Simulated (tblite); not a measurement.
Compound: C4H11F2NSi2.
SMILES with atom numbers: `[NH2:1][SiH2:2][SiH2:3][C:4]([F:5])([F:6])[CH:7]1[CH2:8][CH2:9]1` (hydrogens: H10, H11 on N1; H12, H13 on Si2; H14, H15 on Si3; H16 on C7; H17, H18 on C8; H19, H20 on C9)

Computed geometry: GFN2-xTB, gas phase.

Entries marked ? are missing. Bonds in one row agree within 0.01 Å.

```
      coordinate    value
          N1–Si2  1.727 Å
         Si2–Si3  2.310 Å
          Si3–C4        ?
    C4–F5, C4–F6        ?
           C4–C7  1.501 Å
    C7–C8, C7–C9        ?
           C8–C9  1.494 Å
  N1–H10, N1–H11  1.007 Å
Si2–H12, Si2–H13  1.470 Å
Si3–H14, Si3–H15  1.471 Å
          C7–H16  1.085 Å
  C8–H17, C9–H20  1.079 Å
  C8–H18, C9–H19  1.079 Å
      N1–Si2–Si3   103.9°
      Si2–Si3–C4   106.6°
       Si3–C4–F5   107.4°
       Si3–C4–F6   106.1°
       Si3–C4–C7        ?
        F5–C4–F6   103.0°
        F5–C4–C7        ?
        C4–C7–C8        ?
        C4–C7–C9        ?
        C8–C7–C9    59.8°
        C7–C8–C9    60.1°
```

**Question.** Estimate the withheld lengths and angles.

**Answer.** 
- Si3–C4 = 1.944 Å, drawn single (SiH2 silicon to CF2 carbon); 0.07 Å above the sum of covalent radii, 1.87 Å.
- C4–F5, C4–F6 = 1.386 Å, drawn single (CF2 carbon to fluorine of a CF2 group); 0.06 Å above the sum of covalent radii, 1.33 Å.
- C7–C8, C7–C9 = 1.499 Å, drawn single (both ends three-membered-ring carbon); 0.02 Å below the sum of covalent radii, 1.52 Å.
- Si3–C4–C7 = 122.2°, at the CF2 carbon; the outer atoms are 3.024 Å apart.
- F5–C4–C7 = 108.3°, at the CF2 carbon; the outer atoms are 2.342 Å apart.
- C4–C7–C8 = 119.7°, at the three-membered-ring carbon; the outer atoms are 2.594 Å apart.
- C4–C7–C9 = 121.5°, at the three-membered-ring carbon; the outer atoms are 2.616 Å apart.

Radii are Cordero's, carbon taken as 0.76, 0.73 or 0.69 Å for four, three, and two or fewer neighbours.

Its lowest GFN2-xTB frequency is 3i cm⁻¹, too small to tell a flat minimum from a shallow saddle. The numbers are those of one conformer (H–N1–Si2–Si3 -54° and 168°, N1–Si2–Si3–C4 145°, Si2–Si3–C4–F5 45°, Si3–C4–C7–C8 -54°).
